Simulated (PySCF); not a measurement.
**Krypton: a sound run and one with changed settings**

Sound run: Kr⁺ [Ar] 3d10 4s2 4p5, Kr²⁺ [Ar] 3d10 4s2 4p4. Computed with PySCF 2.14 in aug-cc-pVDZ-PP with ECP10MDF, with a scalar-relativistic core potential. In the sound run the correlated levels freeze 3s2 3p6 3d10 outside the core potential. The sound run starts from symmetry-adapted Hartree-Fock orbitals and uses a fine grid where one is needed.

A second run was set up differently.

| species | method | sound run (hartree) | changed run (hartree) | converged |
| --- | --- | --- | --- | --- |
| Kr⁺ | MP2 | -461.79401 | -461.76362 | yes |
| Kr⁺ | CCSD(T) | -461.80957 | -461.77379 | yes |
| Kr²⁺ | MP2 | -460.91742 | -460.87974 | yes |
| Kr²⁺ | CCSD(T) | -460.93366 | -460.88794 | yes |

Ionisation energy of Kr⁺:

```json
{"method": "UHF", "sound run (eV)": "23.246", "changed run (eV)": "23.246"}
{"method": "MP2", "sound run (eV)": "23.853", "changed run (eV)": "24.052"}
{"method": "SCS-MP2", "sound run (eV)": "23.824", "changed run (eV)": "24.090"}
{"method": "CCSD", "sound run (eV)": "23.824", "changed run (eV)": "24.097"}
{"method": "CCSD(T)", "sound run (eV)": "23.835", "changed run (eV)": "24.105"}
```

Task: What was changed?
A. level shift left on
B. too few SCF iterations
C. a valence shell is frozen
D. all electrons correlated in a valence basis

Result: C. Freezing a valence shell removes pair correlation that changes on ionisation.
